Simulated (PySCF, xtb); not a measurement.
Si(Cl)3(SiH3) (Cl₃H₃Si₂), SMILES [SiH3][Si](Cl)(Cl)Cl.

Harmonic wavenumbers (cm⁻¹) from GFN2-xTB (xtb) at its own minimum, in rising order: 34, 86, 86, 146, 146, 172, 332, 456, 456, 486, 487, 521, 768, 775, 776, 2265, 2268, 2269.

Task: What does PySCF with PBE-D3(BJ)/def2-SVP give at its own minimum? (An estimate is asked for; the answer gives what the named calculation found.)

Result: 92, 92, 121, 169, 169, 191, 354, 491, 491, 548, 591, 591, 825, 894, 894, 2166, 2188, 2188. Paired by order, the mean absolute difference is 58 cm⁻¹ and the zero-point energies are 17.9 and 18.7 kcal/mol.
